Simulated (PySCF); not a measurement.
## Ag²⁺ (silver, charge +2) across methods

[Kr] 4d9, 2D determinant. All numbers are calculated (PySCF 2.14, a scalar-relativistic core potential, in def2-QZVPPD with the def2 core potential (28 electrons) (7s5p4d4f2g, 88 functions)).

```json
{"method": "PBE0", "E (hartree)": "-145.8934", "mean ε 4p β (eV)": "-85.724", "mean ε 4d α (eV)": "-31.329", "mean ε 4d β (eV)": "-30.462", "Σ⟨r²⟩ (bohr²)": "27.13", "⟨S²⟩": "0.751"}
{"method": "BHandHLYP", "E (hartree)": "-145.8246", "mean ε 4p β (eV)": "-89.802", "mean ε 4d α (eV)": "-33.383", "mean ε 4d β (eV)": "-32.464", "Σ⟨r²⟩ (bohr²)": "27.08", "⟨S²⟩": "0.751"}
{"method": "r2SCAN", "E (hartree)": "-145.9371", "mean ε 4p β (eV)": "-83.362", "mean ε 4d α (eV)": "-29.534", "mean ε 4d β (eV)": "-28.627", "Σ⟨r²⟩ (bohr²)": "27.08", "⟨S²⟩": "0.752"}
{"method": "TPSSh", "E (hartree)": "-145.8466", "mean ε 4p β (eV)": "-83.571", "mean ε 4d α (eV)": "-29.964", "mean ε 4d β (eV)": "-29.160", "Σ⟨r²⟩ (bohr²)": "27.19", "⟨S²⟩": "0.751"}
{"method": "PW91", "E (hartree)": "-145.9532", "mean ε 4p β (eV)": "-81.721", "mean ε 4d α (eV)": "-29.288", "mean ε 4d β (eV)": "-28.512", "Σ⟨r²⟩ (bohr²)": "27.33", "⟨S²⟩": "0.751"}
{"method": "wB97X-V", "E (hartree)": "-145.8793", "mean ε 4p β (eV)": "-88.009", "mean ε 4d α (eV)": "-33.774", "mean ε 4d β (eV)": "-32.998", "Σ⟨r²⟩ (bohr²)": "27.14", "⟨S²⟩": "0.751"}
{"method": "PBE", "E (hartree)": "-145.8906", "mean ε 4p β (eV)": "-81.624", "mean ε 4d α (eV)": "-29.206", "mean ε 4d β (eV)": "-28.424", "Σ⟨r²⟩ (bohr²)": "27.33", "⟨S²⟩": "0.751"}
{"method": "UHF", "E (hartree)": "-145.15973", "mean ε 4p β (eV)": "-96.910", "mean ε 4d α (eV)": "-36.727", "mean ε 4d β (eV)": "-35.554", "Σ⟨r²⟩ (bohr²)": "26.83", "⟨S²⟩": "0.753"}
{"method": "LDA", "E (hartree)": "-145.5886", "mean ε 4p β (eV)": "-81.722", "mean ε 4d α (eV)": "-29.440", "mean ε 4d β (eV)": "-28.637", "Σ⟨r²⟩ (bohr²)": "27.48", "⟨S²⟩": "0.751"}
```

Energies and moments cover only the electrons outside the core potential.
